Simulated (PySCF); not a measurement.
Simulation results for BFO

Computed with PySCF 2.14.0. Calculation on a computer-drawn molecule: vertical ionisation energy to the stated ion spin, frozen-core CCSD(T) at the basis limit and cheaper methods, single-reference cases, UHF for radicals, no spin-orbit; all values are single points at the evaluated structure, the first of each entry, which is the reference or a displaced copy of it and isn't optimised; the reference structure only sets the zero of the energies above reference; triples share is (T) over the correlation energy.

BFO

Evaluated structure:
```xyz
3
BFO
O     -0.2677    -0.3259    -1.9769
B      0.3799    -0.1546    -2.9848
F      1.1626     0.2914    -4.0274
```

Reference structure:
```xyz
3
BFO
O     -0.2598    -0.4274    -2.0353
B      0.4432    -0.1228    -2.9431
F      1.2014     0.2057    -3.9221
```

Settings of this run: charge 0, multiplicity 1, ion multiplicity 2, diffuse functions no, basis cc-pVnZ, reference is the Hartree-Fock double-zeta minimum, best is HF at quadruple zeta + MP2 correlation extrapolated from triple and quadruple zeta + CCSD(T) minus MP2 at triple zeta and basis step is the size of the change from the same recipe one zeta lower.

Drawn bonds:
```tsv
atom	other atom	order
1	2	2
2	3	1
```

**Q.** Give the missing dipole magnitude CCSD unrelaxed at triple zeta for BFO.
**A.** 1.671 debye

**Q.** What dipole magnitude r2SCAN at triple zeta does the calculation give for BFO?
**A.** 1.762 debye

Further results for BFO:

```
ionisation energy best                    : 13.88 eV
ionisation energy basis step              : 0.08074 eV
energy above reference best               : 5.218 kcal/mol
energy above reference basis step         : 1.005 kcal/mol
ionisation energy Koopmans at triple zeta : 14.48 eV
ionisation energy EOM CCSD at triple zeta : 13.68 eV
total energy HF triple zeta               : -199.1417 hartree
total energy CCSD(T) triple zeta          : -199.7355 hartree
total energy best                         : -199.8339 hartree
T1 diagnostic at triple zeta              : 0.01687
D1 diagnostic at triple zeta              : 0.04361
ion T1 diagnostic at triple zeta          : 0.02329
ion D1 diagnostic at triple zeta          : 0.09739
ion spin squared at triple zeta           : 0.7558
triples share at triple zeta              : 0.03733
basis functions triple zeta               : 90
dipole magnitude HF at triple zeta        : 2.04 debye
dipole magnitude PBE at triple zeta       : 1.673 debye
dipole magnitude B3LYP at triple zeta     : 1.748 debye
dipole magnitude wB97X at triple zeta     : 1.824 debye
```

Triple zeta:
```tsv
method	ionisation energy (eV)	energy above reference (kcal/mol)
HF	11.94	9.117
PBE	13.55	3.473
r2SCAN	13.49	5.184
B3LYP	13.65	5.158
wB97X	13.57	5.264
MP2	13.98	4.178
CCSD	13.55	5.34
CCSD(T)	13.66	4.537
```
